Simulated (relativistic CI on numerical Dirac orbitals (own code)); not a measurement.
## Hyperfine structure of Au21+, mass number 197

Calculated at this level of theory: Dirac-Coulomb-Breit CI, separate exchange-only KLI orbitals for each configuration, a model potential for QED, unscaled Slater integrals (own radial code, finite nucleus).

CI space (outside the closed core [Ar] 3d10): 4s2 4p6 4d10 4f12, 4s2 4p6 4d10 4f11 5s, 4s2 4p6 4d10 4f10 5s2, 4s2 4p6 4d10 4f11 5p, 4s2 4p6 4d10 4f10 5s 5p, 4s2 4p6 4d9 4f13, 4s2 4p6 4d8 4f14, 4s2 4p6 4d10 4f11 5f, 4s2 4p6 4d10 4f11 6s, 4s2 4p6 4d9 4f12 5s, 4s2 4p5 4d10 4f13, 4s2 4p6 4d10 4f11 6p, 4s 4p6 4d10 4f13, 4s2 4p4 4d10 4f14, 4s2 4p5 4d9 4f14, 4p6 4d10 4f14. Levels of other configurations are missing.

Nuclear spin I = 3/2, μ = 0.1452 μN, Q = 0.547 b (tables of Stone and Pyykkö). The electronic factors are computed for point nuclear moments, without core polarisation or the Bohr-Weisskopf and QED corrections.

```json
{"Level": "4s2 4p6 4d10 4f12 3H_6", "E (eV)": "0.0000", "A (MHz)": "233.2", "B (MHz)": "-2850"}
{"Level": "4s2 4p6 4d10 4f12 3F_4", "E (eV)": "1.2215", "A (MHz)": "234.2", "B (MHz)": "255"}
{"Level": "4s2 4p6 4d10 4f12 3H_5", "E (eV)": "3.6299", "A (MHz)": "309.1", "B (MHz)": "-2560"}
{"Level": "4s2 4p6 4d10 4f12 3F_2", "E (eV)": "4.4790", "A (MHz)": "281.6", "B (MHz)": "1420"}
{"Level": "4s2 4p6 4d10 4f12 3F_3", "E (eV)": "5.2159", "A (MHz)": "274.7", "B (MHz)": "766"}
{"Level": "4s2 4p6 4d10 4f12 3H_4", "E (eV)": "8.2151", "A (MHz)": "421.3", "B (MHz)": "-1580"}
{"Level": "4s2 4p6 4d10 4f12 1I_6", "E (eV)": "10.4080", "A (MHz)": "316.5", "B (MHz)": "-5700"}
{"Level": "4s2 4p6 4d10 4f12 3P_1", "E (eV)": "11.1854", "A (MHz)": "-17.72", "B (MHz)": "-860"}
```

Levels with J = 0, under 50 % of one LS term, or S terms without an open s electron are left out. Small factors come from cancelling terms and can be off by tens of per cent or more.

At this charge transitions that keep the count of f electrons are usually good to a few per cent. Terms inside the open d or f shell come out 10 to 20 % too wide with unscaled integrals. Levels that differ in their count of f electrons can be misplaced by several ten thousand cm⁻¹, since the correlation energy of f electrons is missing or only estimated; rates across such gaps can be off by orders of magnitude.

(1) Give the hyperfine levels of 4s2 4p6 4d10 4f12 3H_6 relative to its centre of gravity.

Results:

(1) With K = F(F + 1) − I(I + 1) − J(J + 1), E = AK/2 + B[¾K(K + 1) − I(I + 1)J(J + 1)]/[2I(2I − 1)J(2J − 1)]: F = 9/2: -3584, F = 11/2: -517.6, F = 13/2: 1420, F = 15/2: 1386 MHz.

LS names give the leading component of a level, which can be under half, so a name can repeat, a term be missing and a line seem to break the LS rules.
